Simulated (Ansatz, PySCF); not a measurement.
CH7BO2Si, SMILES COB(O)[SiH3]. Atoms are numbered in the order given.

```xyz
12

B      0.6287    -0.1311     0.1864
O      1.7820    -0.2078     0.9088
H      1.8337     0.4412     1.6187
O      0.5162    -1.0275    -0.8227
C     -0.5741    -1.1443    -1.7025
H     -0.2312    -0.9935    -2.7389
H     -1.0048    -2.1559    -1.6253
H     -1.3738    -0.4117    -1.4932
Si    -0.8134     1.2631     0.6316
H     -2.1218     0.6354     0.9960
H     -1.0786     2.1952    -0.5084
H     -0.3713     2.0928     1.7984
```

Geometry: B3LYP-D3(BJ)/def2-SVP. This is a generated structure with no PubChem entry under its InChIKey; it may be hypothetical. Other conformers were not sampled.

Two levels are set side by side: PBE-D3(BJ)/def2-SVP (Ansatz, a quantum-chemistry and plane-wave program) and B3LYP-D3(BJ)/def2-SVP (Ansatz). Each level has its own optimised geometry; the coordinates shown are those of the second. Frequencies come from the Hessian of PySCF at each geometry. Differences are taken from unrounded values.

```csv
quantity,B3LYP-D3(BJ)
mean bond length (Å),1.358
bond B1–O2 (Å),1.363
bond B1–O4 (Å),1.354
bond B1–Si9 (Å),2.055
bond O4–C5 (Å),1.406
bond O2–H3 (Å),0.963
bond C5–H6 (Å),1.102
bond C5–H7 (Å),1.102
bond C5–H8 (Å),1.105
bond Si9–H10 (Å),1.496
bond Si9–H11 (Å),1.496
bond Si9–H12 (Å),1.498
highest harmonic wavenumber (cm⁻¹),3881
mean harmonic wavenumber (cm⁻¹),1263
zero-point energy (kcal/mol),54.19
```

Q: What does PBE-D3(BJ) give, and how far is it from B3LYP-D3(BJ)? (An estimate is asked for; the answer gives what the named calculation found.)

A: 
```tsv
quantity	PBE-D3(BJ)	PBE-D3(BJ) minus B3LYP-D3(BJ)
mean bond length (Å)	1.367	0.009
bond B1–O2 (Å)	1.372	0.009
bond B1–O4 (Å)	1.364	0.009
bond B1–Si9 (Å)	2.057	0.002
bond O4–C5 (Å)	1.411	0.005
bond O2–H3 (Å)	0.972	0.009
bond C5–H6 (Å)	1.110	0.008
bond C5–H7 (Å)	1.110	0.008
bond C5–H8 (Å)	1.114	0.009
bond Si9–H10 (Å)	1.509	0.013
bond Si9–H11 (Å)	1.509	0.013
bond Si9–H12 (Å)	1.511	0.013
highest harmonic wavenumber (cm⁻¹)	3772	-109
mean harmonic wavenumber (cm⁻¹)	1227	-37
zero-point energy (kcal/mol)	52.62	-1.57
```

Exact exchange shortens and stiffens bonds; PBE has none. Differences between two approximate levels are no errors against the true value.
